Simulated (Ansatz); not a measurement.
Relaxation of C2H7AlB2O (13 atoms, charge 0, multiplicity 1), to a largest force component of 0.02 eV/Å in at most 40 steps.

Level of theory: Ansatz, RKS CAM-B3LYP/STO-3G.

```xyz
13
Properties=species:S:1:pos:R:3
C -0.489 -1.711 2.130
O 0.463 -0.691 2.040
Al 0.358 0.151 0.375
B 1.210 -0.014 -1.506
C 0.274 1.267 -1.875
B -0.504 1.748 -0.537
H -0.363 -2.454 1.351
H -1.512 -1.196 2.024
H -0.472 -2.139 3.153
H 1.868 -0.747 -2.060
H -0.469 1.032 -2.636
H 0.962 2.097 -2.185
H -1.304 2.623 -0.260
```

Where does it end, and by what steps?

The forces met the threshold. The force dipped under the threshold on the way, but the program's further checks kept it going. Limits of this set-up: minimal basis. After 31 steps the energy has fallen by 1.529 eV; H11 moved furthest, 1.47 Å.

| step | energy less start (eV) | largest force component (eV/Å) | accepted |
| --- | --- | --- | --- |
| 0 | 0.0000 | 3.004 | yes |
| 2 | -0.9737 | 0.584 | yes |
| 4 | -1.0022 | 0.109 | yes |
| 6 | -1.0261 | 0.454 | yes |
| 8 | -1.1397 | 0.708 | yes |
| 10 | -1.3236 | 0.712 | yes |
| 12 | -1.4493 | 0.330 | yes |
| 14 | -1.4975 | 0.177 | yes |
| 16 | -1.5186 | 0.223 | yes |
| 18 | -1.5270 | 0.046 | yes |
| 20 | -1.5277 | 0.068 | yes |
| 22 | -1.5282 | 0.050 | yes |
| 24 | -1.5287 | 0.028 | yes |
| 26 | -1.5289 | 0.022 | yes |
| 28 | -1.5291 | 0.027 | yes |
| 30 | -1.5293 | 0.021 | yes |
| 31 | -1.5293 | 0.011 | yes |

```xyz
13
Properties=species:S:1:pos:R:3
C -0.518 -1.460 2.283
O 0.434 -1.583 1.196
Al 0.214 -0.551 -0.124
B 1.174 0.046 -1.780
C 0.477 1.464 -1.612
B -0.813 1.043 -0.786
H -0.958 -2.451 2.515
H -1.362 -0.765 2.090
H -0.011 -1.108 3.205
H 1.725 -0.292 -2.758
H 0.424 2.183 -2.438
H 1.107 1.925 -0.815
H -1.873 1.514 -0.959
```

Time of the run: 82 s on 1 thread of Arm Neoverse V2, on a shared host, peak memory 0.14 GiB.
